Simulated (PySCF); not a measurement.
## Magnetic susceptibility: SMILES C=CBNCC, C4H10BN

Geometry (Å), atoms numbered from 1 in this order:
```xyz
16

C     3.0639    0.8508    0.1458
C     1.9625    0.3849    0.7526
B     0.7099   -0.1005   -0.0358
N    -0.4253   -0.5686    0.6270
C    -1.6600   -1.0287    0.0362
C    -2.8582   -0.1755    0.4197
H     3.1250    0.9052   -0.9471
H     3.9454    1.1957    0.6979
H     1.9683    0.3574    1.8525
H     0.6963   -0.0798   -1.2501
H    -0.4308   -0.5786    1.6429
H    -1.5258   -1.0234   -1.0559
H    -1.8497   -2.0800    0.3220
H    -3.7819   -0.5684   -0.0320
H    -2.7219    0.8638    0.0839
H    -3.0041   -0.1592    1.5123
```

Level of theory: PySCF, GIAO CAM-B3LYP/pcSseg-1 magnetisability, rotational g tensor and spin-rotation constants, non-relativistic, gas phase. Geometry: PBE0-D3(BJ)/def2-SVP.

**Question.** What are the magnetisability and the molar susceptibility?

**Answer.** Isotropic -965 × 10⁻³⁰ J/T², or -58.1 × 10⁻⁶ cm³/mol; principal values -1157, -935, -804 × 10⁻³⁰ J/T², anisotropy 309 × 10⁻³⁰ J/T² (root of half the summed squared differences of the principal values). The susceptibility is in cgs units.

**Question.** Split it along the inertial axes a, b, c into diamagnetic and paramagnetic parts about the centre of mass, with the quadrupole moment.

**Answer.** 
| axis | χ (10⁻⁶ cm³/mol) | diamagnetic (10⁻⁶ cm³/mol) | paramagnetic (10⁻⁶ cm³/mol) | summed x² of all electrons (Å²) | quadrupole Θ (D Å) |
| --- | --- | --- | --- | --- | --- |
| a | -56.9 | -179.8 | 122.9 | 234.6 | +3.21 |
| b | -53.9 | -1076.9 | 1023.0 | 23.1 | -0.60 |
| c | -63.6 | -1093.1 | 1029.5 | 19.3 | -2.60 |

Anisotropies 2χaa − χbb − χcc = +3.7 and 2χbb − χaa − χcc = +12.6 × 10⁻⁶ cm³/mol. Θ is traceless in Buckingham's convention.

**Question.** And the rotational g tensor?

**Answer.** 
```
axis  rotational constant (GHz)        g  nuclear part  electronic part
   a                    14.7693  -0.0917        0.7612          -0.8530
   b                     1.2634  -0.0083        0.5989          -0.6072
   c                     1.2501  -0.0018        0.6028          -0.6046
```
Asymmetric top; isotopes 11B, 12C, 1H, 14N; no vibrational averaging.
